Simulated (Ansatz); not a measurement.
Molecule: CNiO, charge 0, multiplicity 1. 
Geometry from a B3LYP-D3(BJ)/def2-TZVP (Ansatz, an electronic-structure program) optimisation:
```xyz
3

Ni     0.0000     0.0000    -0.7787
O      0.0000     0.0000     2.0494
C      0.0000     0.0000     0.9016
```
Charge 0, spin multiplicity 1.

Basis-set convergence of Hartree-Fock and CCSD(T) correlation energies (hartree) with Ansatz. Correlated levels leave the core frozen unless marked. No spin-orbit coupling. The frozen core is the preceding noble-gas configuration, with the filled d and f shells of earlier blocks. Non-relativistic.

The Hartree-Fock reference is unstable (checked in the largest basis), which strains HF and MP2. The T1 diagnostic of CCSD in the largest basis is 0.047, which is high, so the coupled-cluster rows are less sure than usual.

```json
[
 {"basis": "def2-SVP", "functions": "59", "E(HF)": "-1619.09693", "E(corr, CCSD(T))": "-0.69785", "rough core time": "40 s"},
 {"basis": "def2-TZVPP", "functions": "126", "E(HF)": "-1619.46930", "E(corr, CCSD(T))": "-0.91366", "rough core time": "30 s"},
 {"basis": "def2-QZVPP", "functions": "214", "E(HF)": "-1619.50542", "E(corr, CCSD(T))": "-0.96688", "rough core time": "100 s"}
]
```

Extrapolating the two largest sets (X = 3 and 4) as X^-3: E(corr) = (64·(-0.96688) - 27·(-0.91366))/37 = -1.0057 Eh, an estimate of the basis-set limit. The largest set recovers 96.1 % of it, the smallest 69.4 %.
